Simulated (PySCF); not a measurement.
Te: ionisation energy

Te [Kr] 4d10 5s2 5p4 (3P) → Te⁺ [Kr] 4d10 5s2 5p3 (4S), as a difference of total energies. All numbers are calculated (PySCF 2.14, scalar relativity by spin-free X2C-1e, in x2c-QZVPPall (13s9p7d4f1g, 112 functions)). Correlated levels: valence: [Kr] 4d10 frozen. The calculations carry no spin-orbit coupling.

```
           method  ionisation energy (eV)  error (eV)
              UHF                   7.732      -1.017
    MP2 (valence)                   8.440      -0.309
SCS-MP2 (valence)                   8.516      -0.233
   CCSD (valence)                   8.571      -0.178
CCSD(T) (valence)                   8.609      -0.140
```

Reference: 8.749 eV (measured; NIST levels, between the centres of gravity of the two terms).

Errors of the correlated levels include the incompleteness of this basis and the frozen core.
